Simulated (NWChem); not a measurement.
A series in which one site is exchanged, each optimised at PBE0/def2-SVP with NWChem, gas phase unless a solvent is named. For some, no frequency run checked for a minimum. def2 effective core potentials on Y, In, La; no spin-orbit coupling.

A: [Cl][Sc]([F])[Cl] (ScCl$_{2}$F; site = Sc)
B: [Cl][La]([F])[Cl] (LaCl2F; site = La)
C: [F][Y]([Cl])[Cl] (YCl$_{2}$F; site = Y)
D: [F][In]([Cl])[Cl] (InCl2F; site = In)

```json
[
 {"quantity": "dipole (D), PBE0/def2-SVP", "A": "(withheld)", "B": "3.23", "C": "0.61", "D": "0.84"},
 {"quantity": "orbital gap (eV), PBE0/def2-SVP", "A": "(withheld)", "B": "5.96", "C": "6.22", "D": "6.35"},
 {"quantity": "static polarisability, B3LYP/def2-SVPD (bohr³)", "A": "(withheld)", "B": "71.4", "C": "63.4", "D": "62.1"}
]
```

Fill in the missing entries.


- dipole (D), PBE0/def2-SVP, A: 0.53
- orbital gap (eV), PBE0/def2-SVP, A: 6.11
- static polarisability, B3LYP/def2-SVPD (bohr³), A: 59.8
